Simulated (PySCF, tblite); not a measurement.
Isomers of C7H9F3N2, one GFN2-xTB conformer each. Single-point energies are computed at PBE0/pcSseg-1 (PySCF, gas phase, no added dispersion term), electronic only.

**Question.** Rank them by PBE0/pcSseg-1 energy, lowest first (kcal/mol).
A. `[CH2:1]=[CH:2]/[C:3](=[N:4]\[N:5]=[CH:6]\[CH2:7][CH3:8])[C:9]([F:10])([F:11])[F:12]` with C1–C2–C3–N4 179°, C3–N4–N5–C6 -105°, N5–C6–C7–C8 119°
B. `[CH3:1][c:2]1[cH:3][n:4]([CH2:5][C:6]([F:7])([F:8])[F:9])[n:10][c:11]1[CH3:12]` with C3–N4–C5–C6 70°
C. `[CH2:1]=[CH:2]/[CH:3]=[N:4]/[N:5]=[C:6](/[CH2:7][CH3:8])[C:9]([F:10])([F:11])[F:12]` with C1–C2–C3–N4 178°, C3–N4–N5–C6 103°, N5–C6–C7–C8 110°
D. `[CH2:1]=[CH:2]/[C:3]([CH2:4][CH3:5])=[N:6]/[N:7]=[CH:8]\[C:9]([F:10])([F:11])[F:12]` with C1–C2–C3–C4 7°, C2–C3–C4–C5 74°, C3–N6–N7–C8 113°
E. `[CH2:1]=[CH:2]/[CH:3]=[N:4]\[N:5]([CH:6]=[CH2:7])[CH2:8][C:9]([F:10])([F:11])[F:12]` with C1–C2–C3–N4 -171°, C3–N4–N5–C6 28°, N4–N5–C6–C7 -171°, N4–N5–C8–C9 91°
F. `[CH3:1][c:2]1[cH:3][n:4][n:5]([CH2:6][C:7]([F:8])([F:9])[F:10])[c:11]1[CH3:12]` with N4–N5–C6–C7 90°

**Answer.** B (0.0), F (0.7), C (52.9), A (54.4), D (55.2), E (58.9).

As drawn, the lowest has an aromatic ring, which the highest lacks; the highest has a C=N bond and a C=C bond outside aromatic rings, which the lowest lacks. Neighbours under 2.5 kcal/mol apart (Cc1cn(CC(F)(F)F)nc1C and Cc1cnn(CC(F)(F)F)c1C; C=C/C=N/N=C(/CC)C(F)(F)F and C=C/C(=N\N=C\CC)C(F)(F)F; C=C/C(=N\N=C\CC)C(F)(F)F and C=C/C(CC)=N/N=C\C(F)(F)F) can change places with a better method, another conformer or zero-point energy. GFN2-xTB itself gives, in the same order: 0.1, 0.0, 47.7, 49.5, 48.4, 60.1. GFN2-xTB puts Cc1cnn(CC(F)(F)F)c1C lowest instead; measured from each level's own lowest isomer, the values differ by up to 6.8 kcal/mol (C=C/C(CC)=N/N=C\C(F)(F)F: 48.4 against 55.2).

**Question.** Which frontier levels, dipoles and rotational constants go with these structures?

**Answer.** 
```tsv
SMILES	HOMO (eV, PBE0/pcSseg-1)	LUMO (eV)	dipole (D)	A, B, C (MHz)
Cc1cn(CC(F)(F)F)nc1C	-6.89	0.35	2.30	2048, 515.4, 463.2
Cc1cnn(CC(F)(F)F)c1C	-6.75	0.27	3.16	1924, 592.8, 520.1
C=C/C=N/N=C(/CC)C(F)(F)F	-6.87	-1.33	1.50	1674, 504.5, 443.3
C=C/C(=N\N=C\CC)C(F)(F)F	-6.94	-1.70	4.21	1852, 413.6, 364.5
C=C/C(CC)=N/N=C\C(F)(F)F	-6.92	-1.55	2.40	1761, 497.7, 465.9
C=C/C=N\N(C=C)CC(F)(F)F	-6.08	-1.39	2.52	1580, 546.1, 476.4
```

**Question.** What happens when harmonic zero-point energies from GFN2-xTB frequencies are added?

**Answer.** 
```
                  SMILES  ZPE (kcal/mol)  electronic (kcal/mol)  with ZPE (kcal/mol)
    Cc1cn(CC(F)(F)F)nc1C            97.0                    0.0                  0.0
    Cc1cnn(CC(F)(F)F)c1C            97.3                    0.7                  1.0
C=C/C=N/N=C(/CC)C(F)(F)F            95.1                   52.9                 51.0
C=C/C(=N\N=C\CC)C(F)(F)F            95.1                   54.4                 52.5
C=C/C(CC)=N/N=C\C(F)(F)F            95.4                   55.2                 53.6
 C=C/C=N\N(C=C)CC(F)(F)F            95.0                   58.9                 56.9
```

The zero-point energies span 2.3 kcal/mol. The order is unchanged.
